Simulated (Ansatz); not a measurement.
Reaction (formal exchange of groups at the Si–S bond): `CS[SiH2]I` + `CF` → `FC[SiH2]I` + CH₃SH

Isolated molecules relaxed with PBE0-D4/def2-TZVP in Ansatz; ΔE leaves out vibrations. CCSD(T)/CBS is the MP2 limit (def2-TZVPP, def2-QZVPP) plus CCSD(T) − MP2 in def2-TZVPP, frozen cores. This one scheme is used for every species. DFT in def2-TZVPP. B3LYP here is the variant with VWN-RPA as its local correlation; programs differ in this. def2 core potentials past Kr. For I outer-core shells are correlated without core-valence functions, which leaves a few kJ/mol of doubt a bond. One conformer a species, not always the lowest.

```
             level  ΔE (kcal/mol)  difference from CCSD(T)/CBS
            PBE-D4           20.4                         -0.4
         r2SCAN-D4           20.6                         -0.2
           PBE0-D4           20.8                          0.0
          B3LYP-D4           20.2                         -0.6
           ωB97X-V           19.3                         -1.5
           ωB97M-V           19.4                         -1.4
            B2PLYP           19.8                         -1.0
               PBE           19.4                         -1.4
            r2SCAN           20.3                         -0.5
              PBE0           19.9                         -0.9
             B3LYP           18.6                         -2.2
     HF/def2-TZVPP           19.0                         -1.8
    MP2/def2-TZVPP           21.8                          1.0
SCS-MP2/def2-TZVPP           20.6                         -0.2
   CCSD/def2-TZVPP           19.2                         -1.6
CCSD(T)/def2-TZVPP           19.8                         -1.0
     HF/def2-QZVPP           19.0                         -1.8
    MP2/def2-QZVPP           22.4                          1.6
SCS-MP2/def2-QZVPP           21.2                          0.4
      HF/CBS(def2)           18.9                         -1.9
     MP2/CBS(def2)           22.8                          2.0
    CCSD/CBS(def2)           20.2                         -0.6
       CCSD(T)/CBS           20.8                            0
```

Largest T1 diagnostic among the species: 0.010.

The D4 term adds +1.7 kcal/mol with B3LYP and +0.9 kcal/mol with PBE0; it sums over pairs of atoms, weighted by their polarisabilities, and B3LYP, whose exchange is more repulsive, gets the larger term. In def2-TZVPP, CCSD(T) changes the Hartree–Fock value by +0.8 kcal/mol (the triples alone add +0.6 kcal/mol) and MP2 by +2.8 kcal/mol.
